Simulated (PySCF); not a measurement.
## Ni (nickel, neutral) across methods

[Ar] 3d7 4s2 4p1, one real determinant (an excited configuration). Computed with PySCF 2.14 in ANO-RCC-VTZP (6s5p3d2f1g, 59 functions), with scalar relativity by spin-free X2C-1e.

| method | E (hartree) | mean ε 4s α (eV) | mean ε 4s β (eV) | mean ε 4p α (eV) | Σ⟨r²⟩ (bohr²) | ⟨S²⟩ |
| --- | --- | --- | --- | --- | --- | --- |
| UHF | -1518.87077 | -11.602 | -9.345 | -5.645 | 43.56 | 6.005 |
| PBE | -1520.002 | -8.425 | -7.266 | -3.018 | 42.92 | 6.003 |
| HSE06 | -1520.038 | -9.070 | -7.705 | -3.473 | 42.95 | 6.004 |
| LDA | -1517.450 | -8.634 | -7.538 | -3.024 | 42.69 | 6.003 |
| wB97M-V | -1520.137 | -11.563 | -10.232 | -5.485 | 42.89 | 6.003 |
| r2SCAN | -1520.228 | -8.690 | -7.405 | -3.276 | 42.81 | 6.006 |
| CAM-B3LYP | -1520.361 | -10.759 | -9.400 | -4.891 | 42.78 | 6.004 |
| PBE0 | -1520.023 | -9.437 | -8.031 | -3.874 | 42.98 | 6.004 |

⟨L²⟩ = 13.85 against 20 for a pure G term, so this real determinant mixes terms.
